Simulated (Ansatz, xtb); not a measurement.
**Two isomers of C5H11Br**

Structure a: `CC(C)[C@H](C)Br`, a singlet. Structure b: `CC(C)(C)CBr`, a singlet. Both are isolated molecules in the gas phase, relaxed with PBE0-D3(BJ)/def2-SVP; the shapes shown needn't be the lowest conformers.

a (Å):

```yaml
atoms:
  - { symbol: C, position_ang: [0.4278, 1.3157, -2.6524] }
  - { symbol: C, position_ang: [0.3502, 1.0273, -1.1588] }
  - { symbol: C, position_ang: [0.1120, 2.3000, -0.3559] }
  - { symbol: C, position_ang: [1.5398, 0.2001, -0.6695] }
  - { symbol: C, position_ang: [1.4428, -0.2780, 0.7627] }
  - { symbol: Br, position_ang: [3.2384, 1.1853, -0.8928] }
  - { symbol: H, position_ang: [-0.4962, 1.7992, -3.0038] }
  - { symbol: H, position_ang: [0.5700, 0.3924, -3.2356] }
  - { symbol: H, position_ang: [1.2705, 1.9875, -2.8767] }
  - { symbol: H, position_ang: [-0.5154, 0.3553, -0.9936] }
  - { symbol: H, position_ang: [0.9705, 2.9832, -0.4487] }
  - { symbol: H, position_ang: [-0.7805, 2.8250, -0.7280] }
  - { symbol: H, position_ang: [-0.0458, 2.0959, 0.7133] }
  - { symbol: H, position_ang: [1.6696, -0.6594, -1.3430] }
  - { symbol: H, position_ang: [1.4404, 0.5611, 1.4725] }
  - { symbol: H, position_ang: [2.2857, -0.9349, 1.0174] }
  - { symbol: H, position_ang: [0.5078, -0.8473, 0.8967] }
```

b (Å):

```xyz
17

C     0.5466    1.7196   -1.3196
C     0.2593    0.6615   -0.2466
C     1.3208    0.7451    0.8497
C    -1.1303    0.8982    0.3441
C     0.3225   -0.6886   -0.9619
Br   -0.0092   -2.2368    0.1770
H     0.5186    2.7277   -0.8780
H     1.5424    1.5779   -1.7688
H    -0.2008    1.6869   -2.1281
H     1.2999    1.7354    1.3301
H     1.1499   -0.0158    1.6254
H     2.3312    0.5897    0.4387
H    -1.3711    0.1417    1.1056
H    -1.1825    1.8905    0.8179
H    -1.9076    0.8541   -0.4355
H     1.3161   -0.8583   -1.3986
H    -0.4307   -0.7492   -1.7591
```

Quicker runs give these differences E(b) − E(a): GFN2-xTB −0.059 eV; HF/STO-3G −0.037 eV (at GFN2-xTB geometries); r2SCAN-D4/def2-SVP +0.025 eV (at GFN2-xTB geometries).

Which of the two would you expect CCSD(T)/def2-SVP + ΔMP2/def2-TZVPP electronic energies to favour?

Too close to call at this level: CCSD(T)/def2-SVP + ΔMP2/def2-TZVPP gives E(b) − E(a) = −0.025 eV.

How the difference moves with the method:

```tsv
level	geometry	E(b) − E(a) (eV)	departure from the last row (eV)	job, with rough time for the two
GFN2-xTB	GFN2-xTB	−0.059	−0.033	optimisation, 0.15 s
HF/STO-3G	GFN2-xTB	−0.037	−0.011	single point, 0.46 s
r2SCAN-D4/def2-SVP	GFN2-xTB	+0.025	+0.051	single point, 4.7 s
PBE0-D3(BJ)/def2-SVP	PBE0-D3(BJ)/def2-SVP	+0.036	+0.062	optimisation, 32 s
HF/def2-SVP	PBE0-D3(BJ)/def2-SVP	+0.032	+0.058	part of the CCSD(T) run
MP2/def2-SVP	PBE0-D3(BJ)/def2-SVP	−0.013	+0.012	part of the CCSD(T) run
CCSD(T)/def2-SVP	PBE0-D3(BJ)/def2-SVP	−0.006	+0.019	single point
CCSD(T)/def2-SVP + ΔMP2/def2-TZVPP	PBE0-D3(BJ)/def2-SVP	−0.025		single point, 2 min
```

As drawn, both hold the same kinds of bond in the same numbers.

The largest departure from CCSD(T)/def2-SVP + ΔMP2/def2-TZVPP is that of PBE0-D3(BJ)/def2-SVP, 0.062 eV. The last row adds to CCSD(T) the change of the MP2 difference between the two basis sets, here −0.019 eV.

With thermal terms from frequencies at re-optimised GFN2-xTB minima (ideal gas, soft modes damped towards free rotors, one conformer each, 298.15 K, 1 atm): on the last row, ΔE + ΔZPE = −0.032, ΔH = −0.033, ΔG = −0.028 eV.

The correlated steps freeze 14 core orbitals; the filled d shell of Br is correlated, in a basis made for valence electrons. Mirror images aren't counted in ΔG. Programs: Ansatz 0.2.0, xtb 6.7.1; the last row on 4 threads of Arm Neoverse V1 on a shared host.
